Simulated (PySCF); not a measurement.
Predicted microwave data (PySCF 2.14.0, PBE0-D3(BJ)/def2-SVP geometry optimisation, gas phase) for one isomer of C7H18P2:

```
Rotational constants : A = 2076, B = 598.1, C = 577.8 MHz
Dipole components    : |μa| = 0.82 D, |μb| = 0.66 D, |μc| = 1.89 D
Inertial defect      : -213.68 u·Å²
κ                    : -0.97
```

Question: Which structure is it? (One computed conformer of each.)
A. `[CH3:1][CH2:2][P:3]([CH2:4][CH2:5][PH2:6])[CH:7]([CH3:8])[CH3:9]` with C1–C2–P3–C4 160°, C2–P3–C4–C5 -82°, P3–C4–C5–P6 -176°, C4–C5–P6–H -76° and -170°, C2–P3–C7–C8 61°
B. `[CH3:1][P:2]([CH2:3][CH2:4][PH2:5])[C:6]([CH3:7])([CH3:8])[CH3:9]` with C1–P2–C3–C4 -62°, P2–C3–C4–P5 -45°, C3–C4–P5–H -158° and -63°

Answer: B. It is CP(CCP)C(C)(C)C, a near-prolate asymmetric top, point group C1. The candidates at the same level (rigid rotor, commonest isotopes):

```
         SMILES  A (MHz)  B (MHz)  C (MHz)  μa (D)  μb (D)  μc (D)  Δ (u·Å²)  point group                        rotor
  CCP(CCP)C(C)C     1578    548.3    432.3    0.85    0.79    1.10    -72.76           C1               asymmetric top
CP(CCP)C(C)(C)C     2076    598.1    577.8    0.82    0.66    1.89   -213.68           C1  near-prolate asymmetric top
```

`CCP(CCP)C(C)C` has C 25 % too low. No structure here is proved a minimum.
